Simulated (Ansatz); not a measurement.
`[F][SnH]([Cl])[Br]` + H₂S → `[F][SnH]([SH])[Cl]` + HBr at 400 K and 1 bar (ligand exchange at the Sn–Br bond).

Program: Ansatz. Geometries: PBE0-D4/def2-TZVP. ΔE: electronic, gas phase. CCSD(T)/CBS adds triple-zeta CCSD(T) − MP2 to the extrapolated MP2 energy (def2 sets, frozen cores). This one scheme is used for every species. def2 core potentials past Kr. For Br, Sn outer-core shells are correlated without core-valence functions, which leaves a few kJ/mol of doubt a bond. Scalar relativity is left out up to krypton. Each species was taken in one conformer, which may not be the lowest.

```tsv
species	CCSD(T)/CBS energy (Eh)	H − E (kJ/mol)	S (J/(mol·K))
`[F][SnH]([Cl])[Br]`	-3347.63611	56.3	381.0
H₂S	-398.97279	53.4	215.9
`[F][SnH]([SH])[Cl]`	-1172.67563	81.0	390.1
HBr	-2573.91920	27.6	207.2
```

H − E and S are ideal-gas, rigid-rotor, harmonic terms from PBE0-D4/def2-TZVP, for one conformer and one mirror image of each species. 1 Eh = 2625.50 kJ/mol, R = 8.31446 J/(mol·K).

Problem. By hand: ΔE, ΔH, ΔS and ΔG.

Solution. ΔE = (-1172.67563) + (-2573.91920) − (-3347.63611) − (-398.97279) = 0.01407 Eh = 36.9 kJ/mol. Δ(H − E) = 81.0 + 27.6 − 56.3 − 53.4 = -1.1, so ΔH = 35.8 kJ/mol. ΔS = 390.1 + 207.2 − 381.0 − 215.9 = 0.4 J/(mol·K). ΔG = 35.8 − 400 × (0.4)/1000 = 35.6 kJ/mol.

Problem. By hand: the equilibrium constant, and the temperature at which ΔG would vanish if ΔH and ΔS stayed fixed.

Solution. log₁₀ K = −ΔG/(RT ln 10) = -4.6. ΔG = 0 at ΔH/ΔS = 89500 K, far beyond where these terms or the molecules hold.

The number of gas molecules stays the same, so ΔS is small and ΔH decides. A doubt of 5 kJ/mol in ΔE shifts log₁₀ K by 0.7 here. Other conformers and mirror images would add mixing entropy, several J/(mol·K) or more a flexible species. These are equilibria of isolated gas molecules and say nothing of rates. Largest T1 diagnostic: 0.013 (customary marks: 0.02 for closed shells, 0.045 for open ones).
